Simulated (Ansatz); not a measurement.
System: C4H10N, net charge 0, doublet state. SMILES: N[CH]C(C)C
Geometry: optimised at B3LYP-D3(BJ)/def2-TZVP (Ansatz, a first-principles code).

Wanted: atomisation energy, in kcal/mol. Set-up: atomisation electronic, to ground-state atoms; dispersion terms only where a functional's name holds one; open shells spin-unrestricted; frozen cores in correlated levels; non-relativistic; 6-31G* and kin with 6d, 5d where marked; 6-311+G** with 5d; LANL2DZ all-electron up to Ne; spin-orbit terms left out. CBS(X,Y): correlation extrapolated as X^-3; Hartree-Fock from the larger set. Ab initio and DFT rows: single points at B3LYP-D3(BJ) geometries (Ansatz).

Coupled cluster (Ansatz) is a level with limits of its own, used here on species with T1 under 0.025 (0.045 for open shells) and stable references: CCSD(T)/CBS(cc-pVTZ,cc-pVQZ).

Value to compare with, CCSD(T)/CBS(cc-pVTZ,cc-pVQZ) (Ansatz): 1366.4 kcal/mol.

```
level             program  atomisation energy (kcal/mol)  difference
----------------  -------  -----------------------------  ----------
B3LYP/STO-3G       Ansatz                         1596.2       229.8
B3LYP/3-21G        Ansatz                         1344.7       -21.7
B3LYP/LANL2DZ      Ansatz                         1328.3       -38.1
B3LYP/6-31G        Ansatz                         1336.4       -30.0
B3LYP/6-31G*       Ansatz                         1362.3        -4.1
B3LYP/6-31+G*      Ansatz                         1355.0       -11.4
B3LYP/6-31G**      Ansatz                         1373.6         7.2
B3LYP/def2-SVP     Ansatz                         1372.0         5.6
B3LYP/cc-pVDZ      Ansatz                         1345.1       -21.3
B3LYP/6-311+G**    Ansatz                         1358.5        -7.9
B3LYP/def2-TZVPD   Ansatz                         1363.9        -2.5
```

Among the 10 habitual levels, B3LYP/STO-3G lies farthest from CCSD(T)/CBS(cc-pVTZ,cc-pVQZ) (Ansatz) (229.8 kcal/mol) and B3LYP/6-31G* nearest (-4.1); 3 of 10 lie above it, and their mean absolute difference is 37.7 kcal/mol, the median 16.4. One case shows no general order.

The sets are all those run for this method; runs whose electronic state is in doubt are left out.
